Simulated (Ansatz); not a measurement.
```yaml
crystal:
  periodic: [false, false, false]
  atoms:
    - {symbol: In, position_ang: [0.059218, -0.040941, -1.683307]}
    - {symbol: P, position_ang: [-0.045905, 0.030859, 1.225589]}
    - {symbol: F, position_ang: [-1.468918, 0.046844, 1.922587]}
    - {symbol: F, position_ang: [0.627999, 1.256897, 1.969589]}
    - {symbol: F, position_ang: [0.626073, -1.164475, 2.020005]}
    - {symbol: Br, position_ang: [2.552009, -0.026881, -1.716640]}
    - {symbol: Br, position_ang: [-1.183288, 2.105592, -1.931727]}
    - {symbol: Br, position_ang: [-1.167199, -2.207906, -1.806104]}
basis:
  gaussian: {orbitals: def2-TZVPD}
total_charge: -1
magnetization: {spin_polarized: true, initial_magnetization: 1}
hamiltonian: {xc: pbe0, dispersion: d4}
scf: {omitted_lower_state_checks: [starts]}
output: {orbitals: {seedname: orbitals}}
```

```sh
$ ansatz run in.yaml --threads 4 --pin off --events-out ev --progress --plain --max-ram 4787MiB
```

Task: Does this run fit into the memory that it is given?

Result: No. It has 390 basis functions, and Ansatz plans for 7 GiB where 5 GiB are given.
